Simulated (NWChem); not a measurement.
Program: NWChem. System: ammonium (H₄N (+1)), charge 1, spin multiplicity 1, at a geometry optimised with B3LYP/def2-SVP. Level: TDA-LDA (SVWN5)/aug-cc-pVDZ.

Part of the output:

```
             Northwest Computational Chemistry Package (NWChem) 7.3.0
             --------------------------------------------------------

                                NWChem Input Module
                                -------------------

 Scaling coordinates for geometry "geometry" by  1.889725989
 (inverse scale =  0.529177249)

 Turning off AUTOSYM since
 SYMMETRY directive was detected!

                             Geometry "geometry" -> ""
                             -------------------------

 Output coordinates in angstroms (scale by  1.889725989 to convert to a.u.)

  No.       Tag          Charge          X              Y              Z
 ---- ---------------- ---------- -------------- -------------- --------------
    1 N                    7.0000     0.00000000     0.00000000     0.00000000
    2 H                    1.0000     0.84280700     0.00000000     0.59595400
    3 H                    1.0000    -0.84280700     0.00000000     0.59595400
    4 H                    1.0000     0.00000000     0.84280600    -0.59595500
    5 H                    1.0000     0.00000000    -0.84280600    -0.59595500

 Effective nuclear repulsion energy (a.u.)      16.2380439531

            Nuclear Dipole moment (a.u.)
            ----------------------------
        X                 Y               Z
 ---------------- ---------------- ----------------
     0.0000000000     0.0000000000    -0.0000037795

      Symmetry information
      --------------------

 Group name             C2v
 Group number             16
 Group order               4
 No. of unique centers     3

      Symmetry unique atoms

     1    2    4


 Summary of "ao basis" -> "" (spherical)
 ------------------------------------------------------------------------------
       Tag                 Description            Shells   Functions and Types
 ---------------- ------------------------------  ------  ---------------------
 *                        aug-cc-pvdz                 on all atoms

                                 NWChem DFT Module
                                 -----------------

 Summary of "ao basis" -> "ao basis" (spherical)
 ------------------------------------------------------------------------------
       Tag                 Description            Shells   Functions and Types
 ---------------- ------------------------------  ------  ---------------------
 N                        aug-cc-pvdz                9       23   4s3p2d
[...]
     Transition Moments   YY  0.00004  YZ  0.00001  ZZ -0.00000
     Dipole Oscillator Strength                    0.1290858577
     Electric Quadrupole                           0.0000001472
     Magnetic Dipole                               0.0000000000
     Total Oscillator Strength                     0.1290860049

          sigma_e =   2.2129 Angstrom
          sigma_h =   0.9424 Angstrom
         |d_h->e| =   0.2565 Angstrom
            d_exc =   2.4308 Angstrom
            d_CD1 =   1.5269 Angstrom
            d_CD2 =  -1.3212 Angstrom
            d_CD3 =   2.6873 Angstrom
     Pearson C.C. =  -0.0139

     Occ.    3  a1  ---  Virt.    7  b1      -0.05029
     Occ.    4  b1  ---  Virt.    6  a1      -0.99459
     Occ.    4  b1  ---  Virt.    9  a1      -0.05029
  ----------------------------------------------------------------------------
  Root   3 singlet a1             0.525961113 a.u.               14.3121 eV
  ----------------------------------------------------------------------------
     Transition Moments    X -0.00006   Y  0.00001   Z  0.60686
     Transition Moments   XX  0.43583  XY  0.00000  XZ -0.00004
     Transition Moments   YY -0.43590  YZ -0.00001  ZZ  0.00003
     Dipole Oscillator Strength                    0.1291350203
     Electric Quadrupole                           0.0000001472
     Magnetic Dipole                               0.0000000000
     Total Oscillator Strength                     0.1291351674

          sigma_e =   2.2137 Angstrom
          sigma_h =   0.9622 Angstrom
         |d_h->e| =   0.0001 Angstrom
            d_exc =   2.4307 Angstrom
            d_CD1 =   1.2516 Angstrom
            d_CD2 =  -1.5879 Angstrom
            d_CD3 =   2.4308 Angstrom
     Pearson C.C. =  -0.0192

     Occ.    3  a1  ---  Virt.    6  a1       0.99459
     Occ.    4  b1  ---  Virt.    7  b1       0.05022
     Occ.    5  b2  ---  Virt.    8  b2      -0.05024
  ----------------------------------------------------------------------------
  Root   4 singlet a2             0.593198881 a.u.               16.1418 eV
  ----------------------------------------------------------------------------
     Transition Moments    X  0.00000   Y -0.00000   Z  0.00000
     Transition Moments   XX  0.00000  XY  0.00007  XZ  0.00000
     Transition Moments   YY -0.00000  YZ  0.00000  ZZ  0.00000
     Dipole Oscillator Strength                    0.0000000000
     Electric Quadrupole                           0.0000000000
     Magnetic Dipole                               0.0000012764
     Total Oscillator Strength                     0.0000012764

          sigma_e =   2.1711 Angstrom
          sigma_h =   0.9624 Angstrom
         |d_h->e| =   0.0000 Angstrom
            d_exc =   2.4354 Angstrom
            d_CD1 =   1.2088 Angstrom
            d_CD2 =  -1.5667 Angstrom
            d_CD3 =   2.4354 Angstrom
     Pearson C.C. =  -0.0696

     Occ.    4  b1  ---  Virt.    8  b2      -0.70704
     Occ.    5  b2  ---  Virt.    7  b1       0.70706
  ----------------------------------------------------------------------------
  Root   5 singlet a2             0.600405450 a.u.               16.3379 eV
  ----------------------------------------------------------------------------
     Transition Moments    X  0.00000   Y -0.00000   Z  0.00000
     Transition Moments   XX  0.00000  XY  0.32134  XZ  0.00000
     Transition Moments   YY -0.00000  YZ  0.00000  ZZ  0.00000
     Dipole Oscillator Strength                    0.0000000000
     Electric Quadrupole                           0.0000001190
     Magnetic Dipole                               0.0000000000
     Total Oscillator Strength                     0.0000001190

          sigma_e =   2.2951 Angstrom
          sigma_h =   0.9624 Angstrom
         |d_h->e| =   0.0000 Angstrom
            d_exc =   2.5461 Angstrom
            d_CD1 =   1.3328 Angstrom
            d_CD2 =  -1.6287 Angstrom
            d_CD3 =   2.5461 Angstrom
     Pearson C.C. =  -0.0654

     Occ.    4  b1  ---  Virt.    8  b2      -0.70359
     Occ.    4  b1  ---  Virt.   10  b2      -0.06670
     Occ.    5  b2  ---  Virt.    7  b1      -0.70356
     Occ.    5  b2  ---  Virt.   11  b1      -0.06672

              Target root =      1
          Target symmetry = none
      Ground state energy =    -56.412811322674
        Excitation energy =      0.525960860199
     Excited state energy =    -55.886850462475

  stored tddft:energy   -55.886850462475124

 Task  times  cpu:        4.8s     wall:        4.8s

 Total times  cpu:        4.9s     wall:        4.9s
```

Q: Write an NWChem input that would produce this output.

A: Several could match; the one computed here: 
```
start mol
memory heap 200 mb stack 800 mb global 1000 mb
charge 1
geometry units angstroms nocenter noautoz
  N      0.000000     0.000000     0.000000
  H      0.842807     0.000000     0.595954
  H     -0.842807     0.000000     0.595954
  H      0.000000     0.842806    -0.595955
  H      0.000000    -0.842806    -0.595955
  symmetry group C2v
end
basis spherical
  * library aug-cc-pvdz
end
dft
  xc slater vwn_5
  semidirect memsize 60000000 filesize 0
  iterations 100
end
tddft
  cis
  nroots 5
  notriplet
  thresh 1e-4
end
task tddft energy
```
